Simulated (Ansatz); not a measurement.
Reactions of Cl2FH3O3W (`[OH][W]([OH])([OH])([F])([Cl])[Cl]`).

Computed with Ansatz on PBE0-D4/def2-TZVP structures; ΔE is electronic, products minus reactants. CCSD(T)/CBS adds triple-zeta CCSD(T) − MP2 to the extrapolated MP2 energy (def2 sets, frozen cores). This one scheme is used for every species. Functionals use def2-TZVPP. B3LYP here is the variant with VWN-RPA as its local correlation; programs differ in this. Elements past krypton have def2 core potentials. For W outer-core shells are correlated without core-valence functions, which leaves a few kJ/mol of doubt a bond. Each species was taken in one conformer, which may not be the lowest.

| reaction | ωB97M-V (kJ/mol) | HF/CBS(def2) (kJ/mol) | B3LYP-D4 (kJ/mol) | CCSD/CBS(def2) (kJ/mol) | CCSD(T)/CBS(def2) (kJ/mol) |
| --- | --- | --- | --- | --- | --- |
| `[OH][W]([OH])([OH])([F])([Cl])[Cl]` + HCl → `[OH][W]([OH])([OH])([Cl])([Cl])[Cl]` + H–F | 29 | 46 | 26 | 19 | 12 |
| `[OH][W]([OH])([OH])([F])([Cl])[Cl]` + H–F → `[OH][W]([OH])([OH])([F])([F])[Cl]` + HCl | -36 | -46 | -29 | -28 | -22 |
| `[OH][W]([OH])([OH])([F])([Cl])[Cl]` + H₂O → `[OH][W]([OH])([OH])([OH])([Cl])[Cl]` + H–F | 23 | 34 | 27 | 15 | 13 |
| `[OH][W]([OH])([OH])([F])([Cl])[Cl]` + HCl → `[OH][W]([OH])([F])([Cl])([Cl])[Cl]` + H₂O | 14 | 24 | 10 | 12 | 7 |
| `[OH][W]([OH])([OH])([F])([Cl])[Cl]` + H₂O → `[OH][W]([OH])([OH])([OH])([F])[Cl]` + HCl | -10 | -13 | -3 | -9 | -5 |

Largest T1 diagnostic: 0.022, for `[OH][W]([OH])([OH])([Cl])([Cl])[Cl]`.
